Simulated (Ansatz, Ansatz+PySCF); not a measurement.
```yaml
atoms:
  - { symbol: H, position_ang: [0.0000, 0.0000, -1.4462] }
  - { symbol: Be, position_ang: [0.0000, 0.0000, 0.0000] }
  - { symbol: H, position_ang: [0.0000, 0.0000, 1.4462] }
```

Basis set: def2-SVP (spherical functions). All electrons are correlated. Charge 0, multiplicity 1.

Computed with Ansatz (development build ahead of 0.2.0); each method stands on the lowest determinant of its kind that the runs found. Restricted open shells among the atoms or ions are ROHF, correlated in semicanonical orbitals with singles.

The atomization energy at this shape (free ground-state atoms in the same class of orbitals less the molecule, no zero-point energy) of singlet BeH₂:

```json
{"method": "RHF-CCSD(T)", "atomization energy": "130.92 kcal/mol"}
{"method": "UHF-MP2", "atomization energy": "137.62 kcal/mol"}
{"method": "RHF", "atomization energy": "122.22 kcal/mol"}
```

Task: What does RHF-MP2 give?

Result: 135.34 kcal/mol. Caution: the shape is not the minimum.
